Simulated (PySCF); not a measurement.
# How methods differ on the fine-structure interval of Tb⁴⁸⁺

Tb⁴⁸⁺ [Ne] 3s2 3p5 [3p1/2^2 3p3/2^3, M_J = 3/2] → Tb⁴⁸⁺ [Ne] 3s2 3p5 [3p1/2^1 3p3/2^4, M_J = 1/2], as a difference of total energies. Computed with PySCF 2.14 in an even-tempered Gaussian basis (18 s from 12 bohr⁻², ratio 2.4; 14 p from 16 bohr⁻², ratio 2.4; 4 d from 59 bohr⁻², ratio 2.6; 4 f from 88 bohr⁻², ratio 2.6), with the two-component X2C-1e Hamiltonian. Correlated levels: 1s2 frozen; the 54 highest virtual spinors dropped. "Screened" scales the spin-orbit matrix elements by Boettger's factors to mimic the two-electron term; Breit and QED terms are absent.

```csv
method,fine-structure interval (cm⁻¹)
GHF (screened spin-orbit),1534800
GMP2 (screened spin-orbit),1535800
GHF (bare spin-orbit),1587400
```
